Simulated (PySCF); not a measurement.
Molfile (atoms numbered from 1):
```
C5H13O2P
     RDKit          3D

 21 20  0  0  0  0  0  0  0  0999 V2000
    1.6192    1.8989   -0.1972 C   0  0  0  0  0  0  0  0  0  0  0  0
    1.2424    0.6732    0.6214 C   0  0  0  0  0  0  0  0  0  0  0  0
    0.5960   -0.4650   -0.1778 C   0  0  1  0  0  0  0  0  0  0  0  0
    0.5695   -1.7787    0.5985 C   0  0  0  0  0  0  0  0  0  0  0  0
   -1.0590   -0.0175   -0.8144 P   0  0  1  0  0  5  0  0  0  0  0  0
   -2.2008    0.0283    0.5849 C   0  0  0  0  0  0  0  0  0  0  0  0
   -1.1026    1.1884   -1.6946 O   0  0  0  0  0  0  0  0  0  0  0  0
   -1.5280   -1.3796   -1.5970 O   0  0  0  0  0  0  0  0  0  0  0  0
    2.3546    1.6356   -0.9742 H   0  0  0  0  0  0  0  0  0  0  0  0
    2.0715    2.6726    0.4412 H   0  0  0  0  0  0  0  0  0  0  0  0
    0.7438    2.3239   -0.7079 H   0  0  0  0  0  0  0  0  0  0  0  0
    2.1440    0.2606    1.1073 H   0  0  0  0  0  0  0  0  0  0  0  0
    0.5744    0.9597    1.4543 H   0  0  0  0  0  0  0  0  0  0  0  0
    1.1745   -0.6119   -1.1093 H   0  0  0  0  0  0  0  0  0  0  0  0
    0.0647   -2.5745    0.0324 H   0  0  0  0  0  0  0  0  0  0  0  0
    1.5965   -2.1104    0.8164 H   0  0  0  0  0  0  0  0  0  0  0  0
    0.0547   -1.6629    1.5657 H   0  0  0  0  0  0  0  0  0  0  0  0
   -2.2395   -0.9351    1.1111 H   0  0  0  0  0  0  0  0  0  0  0  0
   -3.1968    0.2665    0.1859 H   0  0  0  0  0  0  0  0  0  0  0  0
   -1.9022    0.8229    1.2829 H   0  0  0  0  0  0  0  0  0  0  0  0
   -1.6566   -1.1572   -2.5286 H   0  0  0  0  0  0  0  0  0  0  0  0
  1  2  1  0
  2  3  1  0
  3  4  1  0
  3  5  1  0
  5  6  1  0
  5  7  2  0
  5  8  1  6
  1  9  1  0
  1 10  1  0
  1 11  1  0
  2 12  1  0
  2 13  1  0
  3 14  1  6
  4 15  1  0
  4 16  1  0
  4 17  1  0
  6 18  1  0
  6 19  1  0
  6 20  1  0
  8 21  1  0
M  END
```

Geometry: PBE0-D3(BJ)/def2-SVP; GIAO shifts from PySCF 2.14.0 with density-fitted response routines, gas phase, non-relativistic, averaged over equivalent atoms.

At HF/pcSseg-1 (208 basis functions, 14 s wall time on 1 thread of an Arm Neoverse V2, shared host):
```
      atoms  δ (ppm)
         C3     32.6
         C2     24.7
         C4     16.5
         C1     14.1
         C6      9.9
         P5     49.3
         O7    121.4
         O8     83.4
        H21     2.53
 H9/H10/H11     1.39
H18/H19/H20     1.17
        H12     1.12
H15/H16/H17     1.06
        H13     0.90
        H14     0.88
```

References, each an isolated molecule treated in the same way: TMS for $^{13}$C (σ = 190.85 ppm) and $^{1}$H (σ = 31.69 ppm); $^{31}$P (σ = 356.22 ppm) vs H3PO4; H2O for $^{17}$O (σ = 333.31 ppm).

**Question.** What do these become at PBE0/pcSseg-1?

**Answer.** 
```tsv
atoms	δ at PBE0/pcSseg-1	change
C3	41.1	+8.5
C2	28.8	+4.1
C4	18.2	+1.7
C1	15.0	+0.9
C6	10.6	+0.7
P5	47.0	-2.3
O7	165.8	+44.4
O8	113.5	+30.1
H21	1.97	-0.56
H9/H10/H11	1.33	-0.06
H18/H19/H20	1.20	+0.03
H12	1.27	+0.15
H15/H16/H17	1.06	+0.00
H13	1.12	+0.22
H14	1.18	+0.30
```

Referencing at the same level of theory: $^{13}$C (σref 184.41), $^{1}$H (σref 31.27) against TMS; $^{31}$P (σref 310.13) vs H3PO4; H2O for $^{17}$O (σref 334.56).

The largest change is at O7 (P=O oxygen). Cost: 208 basis functions, 37 s wall time on 1 thread of an Arm Neoverse V2, shared host. The order of the carbon signals is the same at both levels.

Experimental scales use liquid or dissolved standards, which lie at an offset from isolated H2O (liquid H2O: subtract about 36 ppm) and H3PO4.
